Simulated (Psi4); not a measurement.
C$_{2}$H$_{4}$Cl (SMILES C[CH]Cl), doublet, at a GFN2-xTB geometry; R2SCAN/STO-3G (Psi4).

Input for Psi4:
```
memory 2 GB

molecule mol {
0 2
C     0.046773    0.704712   -0.204543
C     1.515152    0.668228   -0.062843
Cl   -0.860444   -0.685773    0.147169
H    -0.450456    1.441492   -0.808442
H     1.902369    1.683393    0.001158
H     1.804676    0.114343    0.829105
H     1.999405    0.181265   -0.919381
}

set {
  basis sto-3g
  reference uks
}

energy('r2scan')
print_variables()
```

Output, abridged:

```
   => Loading Basis Set <=

    Name: STO-3G
    Role: ORBITAL
    Keyword: BASIS

         ---------------------------------------------------------
                                   SCF
               by Justin Turney, Rob Parrish, Andy Simmonett
                          and Daniel G. A. Smith
                              UKS Reference
         ---------------------------------------------------------

  ==> Geometry <==

    Molecular point group: c1
    Full point group: C1

    Geometry (in Angstrom), charge = 0, multiplicity = 2:

       Center              X                  Y                   Z               Mass
    ------------   -----------------  -----------------  -----------------  -----------------
         C            0.142780975930     0.769127026968    -0.220941621247    12.000000000000
         C            1.611159975930     0.732643026968    -0.079241621247    12.000000000000
         CL          -0.764436024070    -0.621357973032     0.130770378753    34.968852682000
         H           -0.354448024070     1.505907026968    -0.824840621247     1.007825032230
         H            1.998376975930     1.747808026968    -0.015240621247     1.007825032230
         H            1.900683975930     0.178758026968     0.812706378753     1.007825032230
         H            2.095412975930     0.245680026968    -0.935779621247     1.007825032230

  Running in c1 symmetry.

  Rotational constants: A =      1.44363  B =      0.18734  C =      0.17129 [cm^-1]
  Rotational constants: A =  43278.87017  B =   5616.23112  C =   5135.28435 [MHz]
  Nuclear repulsion =   95.693064738384010

  Charge       = 0
  Multiplicity = 2
  Electrons    = 33
  Nalpha       = 17
  Nbeta        = 16

  ==> Algorithm <==

  SCF Algorithm Type is DF.
  DIIS enabled.
  MOM disabled.
  Fractional occupation disabled.
  Guess Type is SAD.
  Energy threshold   = 1.00e-06
  Density threshold  = 1.00e-06
  Integral threshold = 1.00e-12

  ==> Primary Basis <==

  Basis Set: STO-3G
    Blend: STO-3G
    Number of shells: 15
    Number of basis functions: 23
    Number of Cartesian functions: 23
    Spherical Harmonics?: true
    Max angular momentum: 1

  ==> DFT Potential <==

   => LibXC <=

    Version 7.1.2
    S. Lehtola, C. Steigemann, M. J. T. Oliveira, and M. A. L. Marques,  SoftwareX 7, 1–5 (2018) (10.1016/j.softx.2017.11.002)

   => Composite Functional: R2SCAN <=

    r2SCAN Meta-GGA XC Functional  (0.1021/acs.jpclett.0c02405)
    J. W. Furness, A. D. Kaplan, J. Ning, J. P. Perdew, J. Sun  J. Phys. Chem. Lett.  11, 8208–8215, 2020

    Deriv               =              1
    GGA                 =           TRUE
    Meta                =           TRUE

    Exchange Hybrid     =          FALSE
    MP2 Hybrid          =          FALSE

   => Exchange Functionals <=

    1.0000   XC_MGGA_X_R2SCAN

   => Correlation Functionals <=

    1.0000   XC_MGGA_C_R2SCAN

   => LibXC Density Thresholds  <==

    XC_MGGA_C_R2SCAN:  1.00E-15
    XC_MGGA_X_R2SCAN:  1.00E-11

   => Molecular Quadrature <=

    Radial Scheme          =       TREUTLER
    Pruning Scheme         =           NONE
    Nuclear Scheme         =       TREUTLER

    Blocking Scheme        =         OCTREE
    BS radius alpha        =              1
    Pruning alpha          =              1
    Radial Points          =             75
    Spherical Points       =            302
    Total Points           =         148619
    Total Blocks           =           1177
    Max Points             =            255
    Max Functions          =             22
    Weights Tolerance      =       1.00E-15

   => Loading Basis Set <=

    Name: (STO-3G AUX)
    Role: JKFIT
    Keyword: DF_BASIS_SCF

  ==> Integral Setup <==

  SCF_SUBTYPE=INCORE selected. In-core MEM_DF algorithm will be used.
  Using in-core AOs.

  ==> MemDFJK: Density-Fitted J/K Matrices <==

    J tasked:                   Yes
    K tasked:                    No
    wK tasked:                   No
    Algorithm:                 Core
    Schwarz Cutoff:           1E-12
    Mask sparsity (%):       2.2684
    Fitting Condition:        1E-10

   => Auxiliary Basis Set <=

  Basis Set: (STO-3G AUX)
    Blend: DEF2-UNIVERSAL-JKFIT
    Number of shells: 112
    Number of basis functions: 350
    Number of Cartesian functions: 413
    Spherical Harmonics?: true
    Max angular momentum: 4

  Minimum eigenvalue in the overlap matrix is 2.1262032880E-01.
  Reciprocal condition number of the overlap matrix is 9.0243741262E-02.
    Using symmetric orthogonalization.

  ==> Pre-Iterations <==

  SCF Guess: Superposition of Atomic Densities via on-the-fly atomic UHF (no occupation information).

   -------------------------
    Irrep   Nso     Nmo
   -------------------------
     A         23      23
   -------------------------
    Total      23      23
   -------------------------

  ==> Iterations <==

                           Total Energy        Delta E     RMS |[F,P]|

   @DF-UKS iter SAD:  -531.59939621944397   -5.31599e+02   0.00000e+00
   @DF-UKS iter   1:  -532.73291073805956   -1.13351e+00   5.12687e-03 ADIIS/DIIS
   @DF-UKS iter   2:  -532.73337375739254   -4.63019e-04   5.32312e-03 ADIIS/DIIS
   @DF-UKS iter   3:  -532.74466774849759   -1.12940e-02   6.10396e-04 ADIIS/DIIS
   @DF-UKS iter   4:  -532.74485381146644   -1.86063e-04   1.75510e-04 ADIIS/DIIS
   @DF-UKS iter   5:  -532.74486942918395   -1.56177e-05   8.32953e-05 DIIS
   @DF-UKS iter   6:  -532.74487234415938   -2.91498e-06   1.62636e-05 DIIS
   @DF-UKS iter   7:  -532.74487249731408   -1.53155e-07   2.71387e-06 DIIS
   @DF-UKS iter   8:  -532.74487250318884   -5.87477e-09   7.58538e-07 DIIS
  Energy and wave function converged.

  ==> Post-Iterations <==

   Electrons on quadrature grid:
      Nalpha   =   17.0000003813 ; deviation = 3.813e-07
      Nbeta    =   15.9999990478 ; deviation = -9.522e-07
      Ntotal   =   32.9999994291 ; deviation = -5.709e-07

   @Spin Contamination Metric:   5.241564846E-03
   @S^2 Expected:                7.500000000E-01
   @S^2 Observed:                7.552415648E-01
   @S   Expected:                5.000000000E-01
   @S   Observed:                5.000000000E-01

    Orbital Energies [Eh]
    ---------------------

    Alpha Occupied:

       1A   -100.114741     2A     -9.899192     3A     -9.885353
       4A     -9.170501     5A     -6.936347     6A     -6.920722
       7A     -6.918598     8A     -0.797558     9A     -0.675530
      10A     -0.535132    11A     -0.408150    12A     -0.377132
      13A     -0.358619    14A     -0.320204    15A     -0.269545
      16A     -0.215925    17A     -0.109439

    Alpha Virtual:

      18A      0.160914    19A      0.356702    20A      0.414060
      21A      0.433440    22A      0.457324    23A      0.503559

    Beta Occupied:

       1A   -100.114296     2A     -9.886662     3A     -9.883134
       4A     -9.170087     5A     -6.936421     6A     -6.918994
       7A     -6.918270     8A     -0.781341     9A     -0.670953
      10A     -0.508602    11A     -0.401365    12A     -0.361151
      13A     -0.350045    14A     -0.316769    15A     -0.246926
      16A     -0.213756

    Beta Virtual:

      17A      0.037090    18A      0.198298    19A      0.371326
      20A      0.425795    21A      0.441381    22A      0.472863
      23A      0.514764

    Final Occupation by Irrep:
              A
    DOCC [    16 ]
    SOCC [     1 ]
    NA   [    17 ]
    NB   [    16 ]

  @DF-UKS Final Energy:  -532.74487250318884

   => Energetics <=

    Nuclear Repulsion Energy =             95.6930647383840096
    One-Electron Energy =                -923.3183157495959676
    Two-Electron Energy =                 335.3735819559040578
    DFT Exchange-Correlation Energy =     -40.4932034478810010
    Empirical Dispersion Energy =           0.0000000000000000
    VV10 Nonlocal Energy =                  0.0000000000000000
    Total Energy =                       -532.7448725031888443

  UHF NO Occupations:
  HONO-2 :   15  A 1.9996005
  HONO-1 :   16  A 1.9983783
  HONO-0 :   17  A 1.0000000
  LUNO+0 :   18  A 0.0016217
  LUNO+1 :   19  A 0.0003995
  LUNO+2 :   20  A 0.0003271
  LUNO+3 :   21  A 0.0002392

Computation Completed

Properties will be evaluated at   0.000000,   0.000000,   0.000000 [a0]

Properties computed using the SCF density matrix

 Multipole Moments:

 ------------------------------------------------------------------------------------
     Multipole            Electronic (a.u.)      Nuclear  (a.u.)        Total (a.u.)
 ------------------------------------------------------------------------------------

 L = 1.  Multiply by 2.5417464519 to convert [e a0] to [Debye]
 Dipole X            :         -5.5185133            5.9871422            0.4686289
 Dipole Y            :         -3.5491157            4.0169679            0.4678522
 Dipole Z            :          0.8360496           -1.0226395           -0.1865898
 Magnitude           :                                                    0.6879786

 ------------------------------------------------------------------------------------

  Variable Map:
  ----------------------------------------------------------------------------
  "CURRENT ENERGY"              =>    -532.744872503189
  "CURRENT REFERENCE ENERGY"    =>    -532.744872503189
  "DD SOLVATION ENERGY"         =>       0.000000000000
  "DFT FUNCTIONAL TOTAL ENERGY" =>    -532.744872503189
  "DFT TOTAL ENERGY"            =>    -532.744872503189
  "DFT VV10 ENERGY"             =>       0.000000000000
  "DFT XC ENERGY"               =>     -40.493203447881
  "GRID ELECTRONS ALPHA"        =>      17.000000381279
  "GRID ELECTRONS BETA"         =>      15.999999047783
  "GRID ELECTRONS TOTAL"        =>      32.999999429063
  "NUCLEAR REPULSION ENERGY"    =>      95.693064738384
  "ONE-ELECTRON ENERGY"         =>    -923.318315749596
  "PCM POLARIZATION ENERGY"     =>       0.000000000000
  "PE ENERGY"                   =>       0.000000000000
  "SCF ITERATION ENERGY"        =>    -532.744872503189
  "SCF ITERATIONS"              =>       8.000000000000
  "SCF TOTAL ENERGY"            =>    -532.744872503189
  "TWO-ELECTRON ENERGY"         =>     335.373581955904
  "XC GRID RADIAL POINTS"       =>      75.000000000000
  "XC GRID SPHERICAL POINTS"    =>     302.000000000000
  "XC GRID TOTAL POINTS"        =>  148619.000000000000

  Array Variable Map:
  ----------------------------------------------------------------------------
  "CURRENT DIPOLE"              =>       0.468628919736 ... -0.186589846082 1 by 3
  "SCF DIPOLE"                  =>       0.468628919736 ... -0.186589846082 1 by 3
  "SCF TOTAL ENERGIES"          =>    -531.599396219444 ... -532.744872503189 1 by 9
```
